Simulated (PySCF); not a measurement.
A PySCF script (with the pyscf-properties extension) for the NMR shieldings of `[SiH3][Si](CF)([SiH3])CCCl`, C3H12ClFSi3, on a GFN2-xTB geometry:

```python
import basis_set_exchange as bse
import numpy as np
from pyscf import gto, dft
from pyscf.prop import nmr

atoms = """
F    -1.618665    0.235517    2.491176
C    -0.327931    0.086166    2.008311
Si   -0.395165    0.189798    0.071571
Si   -1.175456   -1.860893   -0.744085
Si   -1.594514    2.146919   -0.393794
C     1.429975    0.505448   -0.496624
C     2.273943   -0.741642   -0.648423
Cl    2.356957   -1.644866    0.888827
H     0.032876   -0.868171    2.397125
H     0.260278    0.887105    2.464727
H    -0.587091   -3.044770   -0.112446
H    -0.889418   -1.967531   -2.181874
H    -2.627293   -1.961711   -0.590816
H    -3.020017    1.854968   -0.543448
H    -1.467610    3.191751    0.625040
H    -1.149125    2.748884   -1.657286
H     1.415539    1.001038   -1.468983
H     1.926626    1.188526    0.194396
H     1.846110   -1.424688   -1.382909
H     3.304832   -0.511169   -0.923522
"""
names = dict.fromkeys(["F", "C", "Si", "Cl", "H"], "pcSseg-1")
basis = {el: gto.basis.parse(bse.get_basis(n, elements=[el], fmt="nwchem")) for el, n in names.items()}
mol = gto.M(atom=atoms, basis=basis, charge=0, verbose=0)
mf = dft.RKS(mol, xc="PBE0")
mf.grids.level = 2
mf.grids.alignment = dft.numint.BLKSIZE   # the property module wants whole blocks of grid points
mf.conv_tol = 1e-9
mf.kernel()

calc = nmr.RKS(mf)   # GIAO
C = mf.mo_coeff
Co = C[:, mf.mo_occ > 0]
resp = mf.gen_response(singlet=True, hermi=2)
def vind(x):   # induced exchange potential for any number of trial vectors
    d = np.einsum("pi,xij,qj->xpq", C, 2 * x.reshape(-1, C.shape[1], Co.shape[1]), Co, optimize=True)
    return np.einsum("xpq,pi,qj->xij", resp(d - d.transpose(0, 2, 1)), C, Co, optimize=True).ravel()
mo1, _ = nmr.rhf.solve_mo1(calc, with_cphf=vind)
sigma = calc.kernel(mo1)
for i, s in enumerate(sigma):   # ppm
    w = np.linalg.eigvalsh((s + s.T) / 2)
    print("%2d %-2s iso %8.1f  s11 %8.1f  s22 %8.1f  s33 %8.1f" % (i, mol.atom_pure_symbol(i), w.mean(), *w))
```

**Question.** What does it print?

**Answer.** 
```
 0 F  iso    450.6  s11    390.9  s22    474.2  s33    486.8
 1 C  iso    100.9  s11     49.6  s22     79.7  s33    173.6
 2 Si iso    392.2  s11    373.5  s22    386.5  s33    416.6
 3 Si iso    464.1  s11    437.5  s22    470.7  s33    484.1
 4 Si iso    458.8  s11    439.3  s22    455.9  s33    481.2
 5 C  iso    164.0  s11    146.1  s22    163.7  s33    182.3
 6 C  iso    136.0  s11    106.8  s22    137.9  s33    163.3
 7 Cl iso    830.8  s11    646.0  s22    791.0  s33   1055.5
 8 H  iso     26.1  s11     20.7  s22     26.6  s33     31.0
 9 H  iso     26.7  s11     22.0  s22     28.3  s33     29.7
10 H  iso     27.8  s11     23.5  s22     27.1  s33     32.6
11 H  iso     28.2  s11     24.9  s22     25.9  s33     33.8
12 H  iso     28.1  s11     24.2  s22     25.9  s33     34.1
13 H  iso     28.1  s11     24.3  s22     26.1  s33     33.9
14 H  iso     28.0  s11     24.3  s22     26.0  s33     33.7
15 H  iso     28.4  s11     24.6  s22     26.5  s33     33.9
16 H  iso     30.6  s11     24.5  s22     29.6  s33     37.8
17 H  iso     30.4  s11     26.0  s22     29.8  s33     35.4
18 H  iso     28.2  s11     24.6  s22     26.8  s33     33.3
19 H  iso     27.7  s11     20.8  s22     27.0  s33     35.3
```

These numbers come from an equivalent density-fitted implementation of the same equations, which agrees with the script to about 0.01 ppm for H and up to a few tenths of a ppm for heavy atoms, so last digits may differ.

**Question.** Turn these shieldings into chemical shifts. δ = σ(ref) − σ, references computed at the same level: 19F (σ = 170.95 ppm) vs CFCl3; 13C (σ = 186.93 ppm), 29Si (σ = 349.16 ppm), 1H (σ = 31.72 ppm) vs TMS; HCl for 35Cl (σ = 949.78 ppm).

**Answer.** Averaging equivalent atoms: F 0: -279.7; C 1: 86.0; C 6: 50.9; C 5: 22.9; Si 2: -43.0; Si 3/4: -112.3; Cl 7: 119; H 8/9: 5.33; H 18/19: 3.75; H 10/11/12/13/14/15: 3.64; H 16/17: 1.20 ppm. Unscaled 19F shifts against computed CFCl3 carry errors that often reach 10 to 50 ppm.

Size and cost of the density-fitted run: 224 basis functions, 76 s wall time on 1 thread of an Arm Neoverse N1, shared host; peak memory 1 GiB.
